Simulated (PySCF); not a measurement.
Harmonic spectrum computed at PBE0 in the def2-TZVP basis family (core potentials from Rb on, PySCF, no spin–orbit coupling):

| ω (cm⁻¹) | IR (km/mol, summed over degenerate members) | degeneracy |
| --- | --- | --- |
| 86 | 23.8 | 2 |
| 332 | 0.0 | 1 |
| 423 | 65.3 | 1 |

**Question.** Which molecule gave it? In each, all ligands are bound to the one heavy central atom.
A. ZnCl₂ (singlet)
B. InCl₂ (doublet)
C. CdCl₂ (singlet)
D. SnCl₂ (singlet)

**Answer.** C. It has D∞h symmetry with Cd–Cl 2.265 Å (×2).
